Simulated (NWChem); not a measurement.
Program: NWChem. System: BiCl3, charge 0, spin multiplicity 1, at a geometry optimised with PBE0/def2-SVP with def2 effective core potentials on Bi. The structure started from a generated list of species. Level: TD-B3LYP/def2-SVP with def2 effective core potentials on Bi, VWN1-RPA local correlation.

NWChem printed:

```
             Northwest Computational Chemistry Package (NWChem) 7.3.0
             --------------------------------------------------------

                                NWChem Input Module
                                -------------------

 Scaling coordinates for geometry "geometry" by  1.889725989
 (inverse scale =  0.529177249)

 Turning off AUTOSYM since
 SYMMETRY directive was detected!

                             Geometry "geometry" -> ""
                             -------------------------

 Output coordinates in angstroms (scale by  1.889725989 to convert to a.u.)

  No.       Tag          Charge          X              Y              Z
 ---- ---------------- ---------- -------------- -------------- --------------
    1 Bi                  83.0000     0.00210300     0.44683200     0.00000000
    2 Cl                  17.0000    -1.08361300    -0.72211600     1.87096900
    3 Cl                  17.0000    -1.08361300    -0.72211600    -1.87096900
    4 Cl                  17.0000     2.15696100    -0.73735900     0.00000000

 Effective nuclear repulsion energy (a.u.)    1033.6229883785

            Nuclear Dipole moment (a.u.)
            ----------------------------
        X                 Y               Z
 ---------------- ---------------- ----------------
     0.0000831479     0.0000170075     0.0000000000

      Symmetry information
      --------------------

 Group name             Cs
 Group number              2
 Group order               2
 No. of unique centers     3

      Symmetry unique atoms

     1    2    4


 Summary of "ao basis" -> "" (spherical)
 ------------------------------------------------------------------------------
       Tag                 Description            Shells   Functions and Types
 ---------------- ------------------------------  ------  ---------------------
 *                          def2-svp                  on all atoms

                                 NWChem DFT Module
                                 -----------------

 Summary of "ao basis" -> "ao basis" (spherical)
 ------------------------------------------------------------------------------
       Tag                 Description            Shells   Functions and Types
 ---------------- ------------------------------  ------  ---------------------
 Bi                         def2-svp                10       26   4s4p2d
 Cl                         def2-svp                 8       18   4s3p1d
[...]
     Occ.   37  a'  ---  Virt.   39  a'  -0.16314 X
  ----------------------------------------------------------------------------
  Root   6 singlet a"             0.193241230 a.u.                5.2584 eV
  ----------------------------------------------------------------------------
     Transition Moments    X  0.00000   Y -0.00000   Z  0.06766
     Transition Moments   XX -0.00004  XY -0.00002  XZ  0.68408
     Transition Moments   YY  0.00000  YZ -0.38310  ZZ  0.00004
     Dipole Oscillator Strength                    0.0005898106
     Electric Quadrupole                           0.0000000236
     Magnetic Dipole                               0.0000001263
     Total Oscillator Strength                     0.0005899605

          sigma_e =   2.0675 Angstrom
          sigma_h =   2.3299 Angstrom
         |d_h->e| =   1.0661 Angstrom
            d_exc =   3.1928 Angstrom
            d_CD1 =   1.3286 Angstrom
            d_CD2 =  -1.1326 Angstrom
            d_CD3 =   4.2589 Angstrom
     Pearson C.C. =   0.0670

     Occ.   32  a"  ---  Virt.   38  a'  -0.59793 X
     Occ.   32  a"  ---  Virt.   39  a'  -0.08029 X
     Occ.   33  a'  ---  Virt.   40  a"  -0.08027 X
     Occ.   34  a'  ---  Virt.   40  a"  -0.25571 X
     Occ.   35  a"  ---  Virt.   39  a'  -0.25577 X
     Occ.   36  a"  ---  Virt.   39  a'  -0.68542 X
     Occ.   37  a'  ---  Virt.   40  a"  -0.16336 X
  ----------------------------------------------------------------------------
  Root   7 singlet a"             0.196055274 a.u.                5.3349 eV
  ----------------------------------------------------------------------------
     Transition Moments    X -0.00001   Y  0.00000   Z -0.19535
     Transition Moments   XX -0.00003  XY  0.00000  XZ  0.45048
     Transition Moments   YY -0.00000  YZ  0.05851  ZZ  0.00003
     Dipole Oscillator Strength                    0.0049880018
     Electric Quadrupole                           0.0000000083
     Magnetic Dipole                               0.0000000498
     Total Oscillator Strength                     0.0049880599

          sigma_e =   2.0728 Angstrom
          sigma_h =   2.3816 Angstrom
         |d_h->e| =   0.9917 Angstrom
            d_exc =   3.3191 Angstrom
            d_CD1 =   1.3006 Angstrom
            d_CD2 =  -1.2355 Angstrom
            d_CD3 =   4.3108 Angstrom
     Pearson C.C. =  -0.0065

     Occ.   32  a"  ---  Virt.   38  a'   0.43241 X
     Occ.   32  a"  ---  Virt.   39  a'   0.08245 X
     Occ.   33  a'  ---  Virt.   40  a"   0.08240 X
     Occ.   34  a'  ---  Virt.   40  a"   0.33266 X
     Occ.   35  a"  ---  Virt.   38  a'   0.33789 X
     Occ.   35  a"  ---  Virt.   39  a'   0.33277 X
     Occ.   36  a"  ---  Virt.   39  a'  -0.52788 X
     Occ.   37  a'  ---  Virt.   40  a"  -0.42549 X
  ----------------------------------------------------------------------------
  Root   8 singlet a'             0.196055733 a.u.                5.3350 eV
  ----------------------------------------------------------------------------
     Transition Moments    X -0.19535   Y  0.00090   Z  0.00001
     Transition Moments   XX -0.45002  XY  0.06266  XZ -0.00003
     Transition Moments   YY -0.00049  YZ -0.00000  ZZ  0.45046
     Dipole Oscillator Strength                    0.0049880384
     Electric Quadrupole                           0.0000000083
     Magnetic Dipole                               0.0000000499
     Total Oscillator Strength                     0.0049880966

          sigma_e =   2.0728 Angstrom
          sigma_h =   2.3817 Angstrom
         |d_h->e| =   0.9916 Angstrom
            d_exc =   3.3191 Angstrom
            d_CD1 =   1.3005 Angstrom
            d_CD2 =  -1.2356 Angstrom
            d_CD3 =   4.3107 Angstrom
     Pearson C.C. =  -0.0065

     Occ.   32  a"  ---  Virt.   40  a"   0.08241 X
     Occ.   33  a'  ---  Virt.   38  a'   0.43238 X
     Occ.   33  a'  ---  Virt.   39  a'  -0.08242 X
     Occ.   34  a'  ---  Virt.   38  a'   0.33792 X
     Occ.   34  a'  ---  Virt.   39  a'  -0.33252 X
     Occ.   35  a"  ---  Virt.   40  a"   0.33273 X
     Occ.   36  a"  ---  Virt.   40  a"   0.52797 X
     Occ.   37  a'  ---  Virt.   39  a'  -0.42553 X

              Target root =      1
          Target symmetry = none
      Ground state energy =  -1595.031754235664
        Excitation energy =      0.179226575359
     Excited state energy =  -1594.852527660305

  stored tddft:energy   -1594.8525276603054

 Task  times  cpu:       46.9s     wall:       46.9s

 Total times  cpu:       46.9s     wall:       46.9s
```

Task: Write an NWChem input that would produce this output.

Result: Several could match; the one computed here: 
```
start mol
memory heap 200 mb stack 900 mb global 1100 mb
geometry units angstroms nocenter noautoz
  Bi     0.002103     0.446832     0.000000
  Cl    -1.083613    -0.722116     1.870969
  Cl    -1.083613    -0.722116    -1.870969
  Cl     2.156961    -0.737359     0.000000
  symmetry group Cs
end
basis spherical
  * library def2-svp
end
ecp
  Bi library def2-ecp
end
dft
  xc b3lyp
  semidirect memsize 60000000 filesize 0
  iterations 100
end
tddft
  rpa
  nroots 8
  notriplet
  thresh 1e-4
end
task tddft energy
```
